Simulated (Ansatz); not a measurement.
Program: Ansatz 0.2.0.

A structure relaxed at PBE0-D4/def2-TZVP, charge 0, multiplicity 1:

```tsv
atom	x (Å)	y (Å)	z (Å)
C1	1.857	-0.680	-0.295
C2	1.088	0.016	0.536
N3	-0.274	0.275	0.342
Si4	-1.123	-0.325	-1.080
C5	-0.928	1.019	1.307
O6	-0.418	1.462	2.303
H7	2.902	-0.827	-0.058
H8	1.497	-1.121	-1.218
H9	1.474	0.446	1.452
H10	-2.521	0.139	-0.935
H11	-0.504	0.231	-2.306
H12	-1.056	-1.805	-1.118
H13	-1.994	1.170	1.068
```

**Question.** Give its formula and SMILES.

**Answer.** C3H7NOSi, `C=CN([SiH3])C=O`.

**Question.** Point group (tolerance 0.08 Å, 0.16 Å for H)?

**Answer.** Cs.

**Question.** Summarise the bond lengths by kind.

**Answer.** 1 × C–C 1.329 Å; 4 × C–H 1.081 to 1.103 Å; 2 × C–N 1.382 to 1.400 Å; 1 × N–Si 1.761 Å; 3 × H–Si 1.480 to 1.482 Å; 1 × C–O 1.203 Å.
